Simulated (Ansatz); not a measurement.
Consider the redistribution: `B[SiH2][SiH](N)F` + `N[Si](F)(Cl)Cl` → `N[SiH](F)[Si](N)(Cl)Cl` + `B[SiH2]F`.

Isolated molecules relaxed with PBE0-D4/def2-TZVP in Ansatz; ΔE leaves out vibrations. CBS: MP2 limit from def2 TZ/QZ plus the TZ coupled-cluster correction, frozen cores. Functionals use def2-TZVPP. One conformer a species, not always the lowest.

| level | ΔE (kJ/mol) |
| --- | --- |
| PBE-D4 | 31.7 |
| PBE0 | 34.2 |

**Question.** What does CCSD(T)/CBS give? (An estimate is asked.)

**Answer.** The calculation gave: +29.5 kJ/mol. The listed levels differ from it by 2.2, 4.7 kJ/mol.

Largest T1 diagnostic among the species: 0.014.

In def2-TZVPP, CCSD(T) changes the Hartree–Fock value by +8.5 kJ/mol (the triples alone add +1.1 kJ/mol) and MP2 by +6.0 kJ/mol. The D4 term adds −3.1 kJ/mol with B3LYP and −2.1 kJ/mol with PBE0; it sums over pairs of atoms, weighted by their polarisabilities, and B3LYP, whose exchange is more repulsive, gets the larger term.

B3LYP here is the variant with VWN-RPA as its local correlation; programs differ in this.
